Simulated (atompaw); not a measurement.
# u(r) = r·R(r): atom against pseudo-atom (Mg (Z = 12))

Columns: radius, all-electron u(r) and pseudo u(r) of the 2s shell (level -79.85 eV) of magnesium in the configuration [He] 2s2 2p6 3s2 3p0; PBE, scalar-relativistic, PAW (atompaw) scheme, atompaw 4.2.0.5.

```
r (bohr)  all-electron  pseudo
   0.056       -0.5511  0.2394
   0.112       -0.4286  0.4694
   0.167       -0.0851  0.6777
   0.223        0.2963  0.8644
   0.279        0.6285  1.0199
   0.335        0.8847  1.1404
   0.390        1.0607  1.2234
   0.446        1.1716  1.2724
   0.502        1.2262  1.2884
   0.558        1.2373  1.2757
   0.613        1.2169  1.2404
   0.669        1.1736  1.1869
   0.725        1.1151  1.1216
   0.781        1.0471  1.0494
   0.837        0.9740  0.9744
   0.892        0.9004  0.9004
   0.948        0.8260  0.8260
   1.004        0.7537  0.7537
   1.060        0.6847  0.6847
   1.115        0.6209  0.6209
   1.171        0.5601  0.5601
   1.227        0.5038  0.5038
   1.283        0.4521  0.4521
   1.338        0.4056  0.4056
   1.394        0.3625  0.3625
   1.450        0.3234  0.3234
```

Problem. How many radial nodes do the two functions have?

Solution. The all-electron 2s function has n − l − 1 = 1; the pseudo-wave has 0, since the states of the same l below it are removed with the core.

Problem. At about which radius was the pseudo-wave matched?

Solution. 0.90 bohr. The columns agree to 0.0005 from 0.84 bohr on; several derivatives are matched, so the curves merge somewhat inside the radius.

Problem. Is the pseudo-wave norm-conserving?

Solution. No, it belongs to a PAW set: the norm inside the radius is not constrained, and the difference is carried by the augmentation charge.
